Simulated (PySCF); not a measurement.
P (SMILES [P+]), charge +1, triplet. Base run: MP2/6-31G* (PySCF).

The PySCF input:
```python
from pyscf import gto, scf, mp

mol = gto.Mole()
mol.atom = '''
    P     0.00000000    0.00000000    0.00000000
'''
mol.basis = '6-31g*'
mol.charge = 1
mol.spin = 2
mol.verbose = 4
mol.build()

mf = scf.UHF(mol)
mf.kernel()

pt = mp.MP2(mf)
pt.kernel()
print('E(MP2) = %.10f' % pt.e_tot)
mf.analyze()
```

Each row names what was changed in the base input (with any setting that the change needs).

```
change                                ΔE vs base (kcal/mol)  MP2 correlation (Eh)  basis functions
------------------------------------  ---------------------  --------------------  ---------------
base                                                  0.000              -0.05320               18
method = cisd                                        -11.46                     -               18
method = ccsd                                        -11.71              -0.05320               18
frozen = 4                                             3.00              -0.04842               18
frozen = 6                                            30.63              -0.00438               18
density fitting = JK and correlation                  0.000              -0.05321               18
frozen = 5                                             3.88              -0.04702               18
cart = on                                             -3.83              -0.05818               19
method = ccsd(t)                                     -12.32              -0.05320               18
```

Open shells are given as the SCF converged; they aren't shown to be the lowest states, and a large step between rows can be another state.
